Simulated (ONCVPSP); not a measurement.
# What one change does to a pseudopotential (Pb, ONCV)

ONCVPSP 4.0.1 input, shortened (lines: element, Z, core and valence counts, functional; n l f; lmax; l rc ep ncon nbas qcut; lloc lpopt rc5 dvloc0; l nproj debl; icmod fcfact rcfact), LDA (Perdew-Wang 92), fully relativistic:

```
  Pb 82.00   13    2  -001012      upf
    1    0    2.00
    2    0    2.00
    2    1    6.00
    3    0    2.00
    3    1    6.00
    3    2   10.00
    4    0    2.00
    4    1    6.00
    4    2   10.00
    4    3   14.00
    5    0    2.00
    5    1    6.00
    5    2   10.00
    6    0    2.00
    6    1    2.00
    2
    0    2.10    0.00    4    7    3.10
    1    2.75    0.00    4    9    2.70
    2    2.60    0.23    4    8    3.70
    4    5    2.10    4.00
    0    3    3.00
    1    2    2.60
    2    2    2.00
    3    3.50    1.65
```

Open shells are filled in proportion to 2j + 1.

Change: s: debl 0.2. In the s channel the program set the typed energies aside and used -0.451, 0.250, 0.450 Ha.

Cutoffs: the cutoffs (Ha) at which the residual kinetic energy of the hardest occupied pseudo-wave falls to 1 and 0.1 mHa per electron; they do not see the model core or the augmentation charge, which bear on the density cutoff. Errors are all-electron minus pseudo energies relative to the spin-unpolarised reference configuration.

Problem. What does the change do?

Solution. The potential gets neither clearly harder nor softer (15 Ha and 25 Ha → 15 Ha and 25 Ha); a bound ghost appears in s, which as a rule spoils a file; the errors of the 4 common tests hardly move.

| quantity | base | changed |
| --- | --- | --- |
| cutoff, loose | 15 Ha | 15 Ha |
| cutoff, tight | 25 Ha | 25 Ha |
| bound ghosts | none | s |
| GHOST(+) flags under 300 eV | d5/2 at 6.7 eV, d3/2 at 10.6 eV, s at 231.8 eV, p1/2 at 251.3 eV | d5/2 at 6.7 eV, d3/2 at 10.6 eV, s at 174.8 eV, p1/2 at 251.3 eV |
| error for 6s2 6p1, meV [ΔE 6.95 eV] | -62 | -62 |
| error for 6s2 6p0, meV [ΔE 20.87 eV] | -370 | -370 |
| error for 6s1 6p0, meV [ΔE 53.74 eV] | -1026 | -1026 |
| error for 6s1 6p2, meV [ΔE 16.37 eV] | -75 | -75 |
| s: phases at 2.13 bohr within 0.05 rad from the reference energy up to (Ha; the scan ends near 5) | to the end of the scan | 4.2 |
| p3/2: phases at 2.79 bohr within 0.05 rad from the reference energy up to (Ha; the scan ends near 5) | 4.5 | 4.5 |
| p1/2: phases at 2.79 bohr within 0.05 rad from the reference energy up to (Ha; the scan ends near 5) | 1.9 | 1.9 |
| d5/2: phases at 2.63 bohr within 0.05 rad from the reference energy up to (Ha; the scan ends near 5) | 0.3 | 0.3 |
| d3/2: phases at 2.63 bohr within 0.05 rad from the reference energy up to (Ha; the scan ends near 5) | 0.3 | 0.3 |
| rms error of d²Exc/dni dnj with the model core, mHa | 2.71 | 2.71 |

Base: The cutoffs count occupied waves only; projector 3 of the s channel, the hardest unoccupied one, needs 47 Ha at the loose tolerance. Changed file: The cutoffs count occupied waves only; projector 2 of the d channel, the hardest unoccupied one, needs 44 Ha at the loose tolerance. A true bound ghost makes a file unfit for plane-wave use even where its test errors are small: the radial tests pick states by their node count and pass the ghost by.
